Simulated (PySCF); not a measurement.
```xyz
13

C     -0.3579     0.2577     1.9559
C      0.4595     0.5264     0.9239
C      0.2789     0.0668    -0.4520
C      1.1788     0.4108    -1.3954
C     -0.9173    -0.7847    -0.7777
H     -0.1502     0.6408     2.9551
H     -1.2568    -0.3501     1.8398
H      1.3480     1.1423     1.0993
H      1.0751     0.0855    -2.4315
H      2.0444     1.0294    -1.1504
H     -0.9176    -1.7109    -0.1819
H     -1.8547    -0.2556    -0.5450
H     -0.9302    -1.0582    -1.8401
```

Charge 0, multiplicity 1.

Give the Mulliken and meta-Löwdin atomic charges from PySCF with PBE-D3(BJ)/def2-TZVP.


```
atom  Mulliken (e)  meta-Löwdin (e)
----  ------------  ---------------
C1           -0.27            -0.27
C2           -0.12            -0.11
C3            0.13             0.04
C4           -0.29            -0.28
C5           -0.39            -0.35
H6            0.12             0.13
H7            0.12             0.12
H8            0.09             0.11
H9            0.11             0.12
H10           0.11             0.12
H11           0.13             0.13
H12           0.13             0.13
H13           0.12             0.12
```
